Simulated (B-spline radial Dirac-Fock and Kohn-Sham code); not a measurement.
## Two-hole binding energies of Cs¹⁵⁺

System: cesium as Cs¹⁵⁺, [Kr] 4d4.

Input file task.json (cfg lists n, l and occupation; rrms is the nuclear radius in fm):

```json
{"items": [{
  "Z": 55,
  "q": 15,
  "cfg": [[1, 0, 2], [2, 0, 2], [2, 1, 6], [3, 0, 2], [3, 1, 6], [3, 2, 10], [4, 0, 2], [4, 1, 6], [4, 2, 4]],
  "A": 133,
  "rrms": 4.8041,
  "do": ["binding", "quiet", "double"]
}]}
```

Run with: `python xray_run.py task.json out`

Model: relaxed Dirac-Fock hole states (ΔSCF) with Breit and QED corrections and a finite nucleus. Program: a radial atomic solver. U is the two-hole binding energy less the two single-hole energies, the effective repulsion of the holes after relaxation. Each two-hole energy is an average over J within one jj subconfiguration.

```tsv
holes	E(a) (eV)	E(b) (eV)	E(ab) (eV)	U (eV)
1s⁻¹ 3p1/2⁻¹	36342.0	1414.3	37853.9	97.5
1s⁻¹ 3p3/2⁻¹	36342.0	1345.5	37779.3	91.8
1s⁻¹ 3d5/2⁻¹	36342.0	1070.8	37499.0	86.2
2s⁻²	6078.6	6078.6	12326.6	169.3
2p3/2⁻²	5370.5	5370.5	10926.2	185.1
2s⁻¹ 3p1/2⁻¹	6078.6	1414.3	?	?
2s⁻¹ 3p3/2⁻¹	6078.6	1345.5	7504.7	80.6
2s⁻¹ 3d3/2⁻¹	6078.6	1084.9	7250.6	87.0
2p1/2⁻¹ 3p3/2⁻¹	5718.5	1345.5	7147.2	83.2
2p3/2⁻¹ 3d3/2⁻¹	5370.5	1084.9	6543.9	88.5
2p3/2⁻¹ 3d5/2⁻¹	5370.5	1070.8	6526.6	85.3
3p1/2⁻²	1414.3	1414.3	2898.0	69.4
3p1/2⁻¹ 3p3/2⁻¹	1414.3	1345.5	2823.7	64.0
3d3/2⁻¹ 3d5/2⁻¹	1084.9	1070.8	2227.2	71.5
```

**Question.** Give the missing two-hole energy and U.

**Answer.** E(ab) = 7576.1 eV and U = 83.2 eV.

Values without a named source are computed, but for edge energies of neutral atoms, which are taken from tables.
